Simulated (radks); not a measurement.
Question: The titanium ion Ti2+, configuration [Ar] 3d0.5 4s0.5 4p1 (fractional occupations, a model configuration). Calculated with a radial shooting solver on a logarithmic mesh with Libxc functionals: scalar-relativistic Kohn-Sham, PBE, spin-unpolarised, spherical densities, finite nucleus; Fermi nuclear charge, rms radius 3.5921 fm. Some entries of the table are withheld. Estimate them.

orbital  occ.  eigenvalue (hartree)  <1/r> (bohr^-1)
1s          2             -179.9426            21.80
2s          2             -20.79432            4.547
2p          6             -17.38438            4.449
3s          2              -3.28164            1.424
3p          6              -2.39100            1.304
3d        0.5                   (1)            1.026
4s        0.5              -0.75766           0.4846
4p          1                   (2)           0.4176

Answer: 
(1) 3d eigenvalue (hartree): -1.05379
(2) 4p eigenvalue (hartree): -0.57109
